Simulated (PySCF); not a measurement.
C2V, SMILES [C]1[C][V]1 (connectivity only; charge and spin as stated), neutral, multiplicity 4. Atoms are numbered in the order given.

```xyz
3

V      0.0000     0.0000     0.6087
C      0.0000     0.6574    -1.1668
C      0.0000    -0.6574    -1.1668
```
Charge 0, spin multiplicity 4.

The structure is a stationary point at PBE-D3(BJ)/def2-TZVP. The spin state was assumed, not searched.

Method: PBE-D3(BJ)/def2-TZVP in PySCF.

Frequencies are harmonic and unscaled.

Computed harmonic wavenumbers and intensities:
```json
[
 {"mode": "1", "ν (cm⁻¹)": "449", "IR (km/mol)": "3.2", "moving atoms (share of kinetic energy)": "C 95 %"},
 {"mode": "2", "ν (cm⁻¹)": "591", "IR (km/mol)": "52.2", "moving atoms (share of kinetic energy)": "C 68 %, V 32 %"},
 {"mode": "3", "ν (cm⁻¹)": "1566", "IR (km/mol)": "0.1", "moving atoms (share of kinetic energy)": "C 100 %"}
]
```
